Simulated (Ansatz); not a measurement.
`[SiH3]OB(S)O[SiH3]`, charge 0, multiplicity 1.

Task: Give a relaxed structure at PBE0-D4/def2-TZVP (Ansatz 0.2.0). (An estimate is asked.)

Result: Computed: 
```xyz
13

Si   -0.7377   -1.5247   -0.9769
O    -1.0051   -0.7270    0.4379
B    -0.4199    0.2104    1.2271
S    -1.0361    0.4854    2.9185
O     0.6247    0.9855    0.8419
Si    1.4539    1.4705   -0.4916
H    -1.2062   -2.9186   -0.7976
H     0.7124   -1.5214   -1.3046
H    -1.4982   -0.8688   -2.0679
H    -1.9877   -0.4581    2.8615
H     2.7016    0.6786   -0.6126
H     1.7761    2.9067   -0.3257
H     0.6223    1.2816   -1.7100
```
This is one stationary point; other conformers may exist.
